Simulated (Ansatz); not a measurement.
Ansatz (a quantum-chemistry and plane-wave program) input (B97M-V/def2-TZVPD):

Ansatz 0.2 input:
```yaml
crystal:
  periodic: [false, false, false]
  atoms:
    - {symbol: I, position_ang: [-0.00000000, -0.00000000, -0.99424154]}
    - {symbol: Br, position_ang: [0.00000000, 0.00000000, 1.50556576]}
basis:
  gaussian:
    orbitals: def2-TZVPD
hamiltonian:
  xc: {name: B97M-V}
output: {forces: true}
```

Output:

```
Functional definition: B97M-V
integrals: 0.05 GiB planned
834 factors; their error is unknown
mean field: 0.39 GiB planned
mean field evaluation 1: about -78134.3766 eV, gradient 7.9e0 eV
mean field evaluation 2: about -78134.0955 eV, gradient 1.2e1 eV
mean field evaluation 4: about -78134.5468 eV, gradient 5.3e-1 eV
mean field evaluation 8: about -78134.5316 eV, gradient 3.2e-2 eV
mean field evaluation 16: about -78134.5316 eV, gradient 1.5e-5 eV
mean field -78134.53160756 eV, -2871.3910750900 hartree, gradient 1.5e-5 eV, S^2 0.000000; 0 other end points of the search recorded, 0 dependent functions left out
the calculation of the forces begins
reference -78134.53167552 eV, -2871.3910775876 hartree; 30, 30 occupied and 86, 86 virtual orbitals, 834 factors
Total energy: -78134.53167552 eV, -2871.3910775876 hartree
Atom 0 at    -0.000000    -0.000000    -0.994242 Å, force    -0.000000    -0.000000     0.329622 eV/Å
Atom 1 at     0.000000     0.000000     1.505566 Å, force    -0.000000    -0.000000    -0.329622 eV/Å
Dipole moment:    -0.000000     0.000000    -0.166280 e Å
```
